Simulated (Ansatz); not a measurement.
C$_{5}$H$_{13}$GaN$_{2}$ (`CC1=[N+](C)[GaH-]([CH3])[N]1C`), relaxed with RKS PBE-D4/def2-SVP in Ansatz 0.2.0 from a rough embedded geometry. The force threshold is 0.03 eV/Å; the program also tests the step.

Total charge 0; spin multiplicity 1.

Start:

```xyz
21

C    -2.204    0.023    1.280
C    -0.846   -0.203    0.610
N    -0.514   -0.772   -0.588
C    -1.353   -1.320   -1.585
Ga    1.222   -0.560   -0.386
C     2.012    0.675   -1.755
N     0.496    0.358    0.945
C     1.016    1.217    2.015
H    -2.616    0.933    0.914
H    -1.978    0.099    2.384
H    -2.787   -0.887    1.091
H    -0.647   -1.712   -2.429
H    -1.991   -0.676   -2.043
H    -1.849   -2.230   -1.212
H     2.001   -1.889    0.038
H     3.027    0.322   -2.058
H     2.115    1.703   -1.313
H     1.353    0.712   -2.645
H     2.126    1.316    1.858
H     0.854    0.727    2.964
H     0.562    2.164    1.917
```

```tsv
step	energy (eV)	largest force (eV/Å)	largest move (Å)
1	-60722.2127	5.965	0.000
2	-60723.9082	3.315	0.194
3	-60724.6032	0.906	0.194
4	-60724.6780	0.366	0.098
5	-60724.7174	0.119	0.102
6	-60724.7179	0.185	0.075
7	-60724.7211	0.021	0.033
8	-60724.7216	0.014	0.034
9 (rejected)	-60724.7146	0.438	0.197
10	-60724.7226	0.020	0.062
11	-60724.7235	0.133	0.098
12	-60724.7249	0.115	0.045
13 (rejected)	-60724.7238	0.295	0.140
14 (rejected)	-60724.7243	0.220	0.070
15	-60724.7264	0.033	0.034
16	-60724.7283	0.118	0.098
17	-60724.7294	0.172	0.073
18	-60724.7315	0.083	0.040
19 (rejected)	-60724.7140	0.564	0.090
20	-60724.7330	0.029	0.045
```

End:

```xyz
21

C    -1.924    0.123    1.167
C    -0.601   -0.150    0.504
N    -0.461   -0.826   -0.643
C    -1.545   -1.394   -1.398
Ga    1.563   -0.577   -0.609
C     2.193    0.741   -1.951
N     0.582    0.270    0.969
C     0.770    1.035    2.172
H    -2.382    1.042    0.742
H    -1.808    0.279    2.256
H    -2.635   -0.708    0.998
H    -1.142   -1.895   -2.300
H    -2.280   -0.633   -1.751
H    -2.118   -2.167   -0.831
H     2.326   -1.903   -0.199
H     3.295    0.867   -1.921
H     1.719    1.729   -1.782
H     1.923    0.402   -2.974
H     1.849    1.238    2.314
H     0.421    0.504    3.090
H     0.254    2.024    2.148
```

It took 38 s on 4 threads of an AMD EPYC 7R13 on a shared host and a share of an NVIDIA H100 80 GB, with 0.87 GiB of host memory at the peak.
